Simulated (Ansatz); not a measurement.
Compare A (`N=C[SiH2]O`) with its isomer B (`N[SiH2]C=O`).

Program: Ansatz. Geometries: PBE0-D4/def2-TZVP. ΔE: electronic, gas phase. CCSD(T)/CBS adds triple-zeta CCSD(T) − MP2 to the extrapolated MP2 energy (def2 sets, frozen cores). DFT in def2-TZVPP. B3LYP here is the variant with VWN-RPA as its local correlation; programs differ in this. Each species was taken in one conformer, which may not be the lowest.

Which is lower in electronic energy at CCSD(T)/CBS, and by how much? (Estimate.)

Computed: A, by 13.3 kcal/mol.

Give E(B) − E(A) in kcal/mol with LDA (SPW92), ωB97M-V, r2SCAN-D4, B2PLYP, BLYP-D4, B3LYP-D4, HF/def2-TZVPP. (An estimate is asked.)

Computed: LDA (SPW92) 11.6, ωB97M-V 11.9, r2SCAN-D4 11.5, B2PLYP 11.9, BLYP-D4 10.5, B3LYP-D4 11.2, HF/def2-TZVPP 11.6. None reverses the order clearly.

Does the order hold for the free energy at 298.15 K (harmonic terms from PBE0-D4)? (Best estimate.)

Computed: Yes: G(B) − G(A) = +11.2 kcal/mol, for one conformer each.

Largest T1 diagnostic: 0.014.

From BLYP to BHLYP (50 % exact exchange), in def2-TZVPP and without D4, E(B) − E(A) moves by +1.5 kcal/mol. In def2-TZVPP, CCSD(T) changes the Hartree–Fock value by +1.6 kcal/mol (the triples alone add +0.2 kcal/mol) and MP2 by +1.7 kcal/mol.
